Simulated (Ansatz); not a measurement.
Consider the substitution at a C–O bond: `COC(=S)SC` + `N[Si]O` → `CO[Si]N` + `CSC(O)=S`.

Calculated with Ansatz (gas phase, PBE0-D4/def2-TZVP geometries, no zero-point term in ΔE). CBS: MP2 limit from def2 TZ/QZ plus the TZ coupled-cluster correction, frozen cores. This one scheme is used for every species. Functionals use def2-TZVPP. One conformer a species, not always the lowest.

```
    species  PBE energy (Eh)
`COC(=S)SC`       -989.05107
   `N[Si]O`       -421.09899
  `CO[Si]N`       -460.35288
 `CSC(O)=S`       -949.79655
```

(1) Work out ΔE.

Largest T1 diagnostic among the species: 0.016.

Results:

(1) ΔE = (-460.35288) + (-949.79655) − (-989.05107) − (-421.09899) = 0.00063 Eh = +0.02 eV. CCSD(T)/CBS gives +0.06 eV.

In def2-TZVPP, CCSD(T) changes the Hartree–Fock value by +0.09 eV (the triples alone add +0.02 eV) and MP2 by +0.12 eV. The D4 term adds +0.03 eV with B3LYP and +0.02 eV with PBE0; it sums over pairs of atoms, weighted by their polarisabilities, and B3LYP, whose exchange is more repulsive, gets the larger term.

B3LYP here is the variant with VWN-RPA as its local correlation; programs differ in this.
